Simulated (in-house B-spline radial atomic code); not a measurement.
Successive ionisation energies of platinum; each step leads to the configuration of the next row (after the last: [Ar] 3d3/2(4) 3d5/2(5)). Dirac energy differences include first-order Breit, QED and recoil terms. NIST's values go from ground level to ground level; the uncertainty of those that are theory runs from under 0.1 % in few-electron ions to several per cent in heavy many-electron ones. Computed with a radial B-spline atomic code at the basis-set limit: Dirac-Hartree-Fock, jj configuration that fills j = l - 1/2 first, finite nuclei.

A number in brackets counts the electrons of a j subshell.

```tsv
ion	configuration	ionisation energy (eV)	tabulated value (eV)	tabulated kind	computed minus tabulated (eV)	highest orbital	largest mean radius (bohr)
Pt40+	[Kr] 4d3/2(2)	1880.9	1883	tabulated theory	-2	4d3/2	0.39629
Pt41+	[Kr] 4d3/2(1)	1940.7	1941	tabulated theory	0	4d3/2	0.39409
Pt42+	[Ar] 3d10 4s2 4p6	2171.2	2171	tabulated theory	0	4p3/2	0.39191
Pt43+	[Ar] 3d10 4s2 4p1/2(2) 4p3/2(3)	2230.3	2228	tabulated theory	2	4p3/2	0.38963
Pt44+	[Ar] 3d10 4s2 4p1/2(2) 4p3/2(2)	?	?	tabulated theory	?	?	?
Pt45+	[Ar] 3d10 4s2 4p1/2(2) 4p3/2(1)	2349.7	2350	tabulated theory	0	4p3/2	0.38559
Pt46+	[Ar] 3d10 4s2 4p1/2(2)	2535.9	2536	tabulated theory	0	4p1/2	0.36757
Pt47+	[Ar] 3d10 4s2 4p1/2(1)	2602.4	2603	tabulated theory	-1	4p1/2	0.36604
Pt48+	[Ar] 3d10 4s2	?	?	tabulated theory	?	?	?
Pt49+	[Ar] 3d10 4s1	?	?	semi-empirical	?	?	?
Pt50+	[Ar] 3d10	4708.6	4715	measured	-6	3d5/2	0.18665
```

**Question.** Fill in the row of Pt44+.

**Answer.** ionisation energy (eV): 2289.8; tabulated value (eV): 2291; computed minus tabulated (eV): -1; highest orbital: 4p3/2; largest mean radius (bohr): 0.3876.

**Question.** Fill in the row of Pt48+.

**Answer.** ionisation energy (eV): 2762.0; tabulated value (eV): 2762; computed minus tabulated (eV): 0; highest orbital: 4s1/2; largest mean radius (bohr): 0.36453.

**Question.** Fill in the row of Pt49+.

**Answer.** ionisation energy (eV): 2828.5; tabulated value (eV): 2827.8; computed minus tabulated (eV): 1; highest orbital: 4s1/2; largest mean radius (bohr): 0.3627.

**Question.** Where is the largest jump?

**Answer.** From Pt49+ to Pt50+, by a factor of 1.66 (2828.5 to 4708.6 eV); the highest orbital goes from 4s1/2 to 3d5/2.
